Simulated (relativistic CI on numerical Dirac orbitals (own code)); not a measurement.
The 40-electron sequence from Zr I to Pr XX

Method of calculation: Dirac-Coulomb-Breit CI, orbitals from a KLI potential per configuration, model QED, unscaled Slater integrals (own radial code, finite nucleus).

Configurations in the expansion (outside the closed core [Ar] 3d10): 4s2 4p6 4d4, 4s2 4p6 4d2 5s2, 4s2 4p5 4d5, 4s2 4p6 4d3 4f, 4s2 4p6 4d3 5s, 4s 4p6 4d5, 4p6 4d6. Levels of other configurations are missing.

Energies above each ion's lowest level, in cm⁻¹. Levels are followed by their leading LS label, which can pass from one level to another where the coupling changes.

```
     Ion  4s2 4p6 4d4 5D_0  4s2 4p6 4d4 5D_1  4s2 4p6 4d4 5D_2  4s2 4p6 4d4 5D_3  4s2 4p6 4d4 5D_4
    Zr I           20822.0           20876.5           20985.5           21148.2           21363.6
   Nb II               0.0             124.6             356.6             675.4            1064.9
  Mo III               0.0             202.7             577.1            1086.8            1703.0
   Tc IV               0.0             311.2             869.5            1608.9            2483.0
    Ru V               0.0             452.5            1235.5            2241.4            3403.0
   Rh VI               0.0             635.4            1689.8            3000.4            4477.8
  Pd VII               0.0             871.7            2251.2            3906.7            5726.5
 Ag VIII               0.0            1176.3            2942.3            4984.4            7170.7
   Cd IX               0.0            1567.6            3789.4            6261.0            8833.4
    In X                 ?                 ?                 ?                 ?                 ?
   Sn XI               0.0            2698.7            6074.8            9534.8           12911.1
  Sb XII               0.0            3489.8            7581.0           11598.3           15371.1
 Te XIII               0.0            4468.2            9376.8           13990.5           18135.5
   I XIV               0.0            5661.7           11497.0           16742.4           21213.1
   Xe XV               0.0            7097.1           13973.8           19881.0           24602.9
  Cs XVI               0.0            8799.1           16835.8           23428.2           28292.4
 Ba XVII               0.0           10789.7           20107.0           27399.4           32260.2
La XVIII               0.0           13088.4           23806.8           31803.8           36480.4
  Ce XIX               0.0           15712.4           27949.8           36644.2           40931.6
   Pr XX               0.0           18677.3           32546.4           41918.1           45603.5
```

Task: Fill in the row of In X.

Result: 4s2 4p6 4d4 5D_0 0.0, 4s2 4p6 4d4 5D_1 2066.9, 4s2 4p6 4d4 5D_2 4822.6, 4s2 4p6 4d4 5D_3 7767.0, 4s2 4p6 4d4 5D_4 10739.0 (cm⁻¹).

In the calculation the lowest level changes from 4s2 4p6 4d2 5s2 3F_2 to 4s2 4p6 4d4 5D_0 at Nb II.

Between Z = 56 and 59 the energy of 4s2 4p6 4d4 5D_1 follows a local power law Z^10.5. For orientation: electrostatic splittings inside a shell grow about linearly with the screened charge, excitations that change n as its square, and fine structure as its fourth power; written in Z itself the exponents are larger, since the screened charge grows faster in proportion.

The members near neutrality are the least accurate: they can be off by several eV, miss lower levels of configurations outside the list, or start from a wrong lowest level.
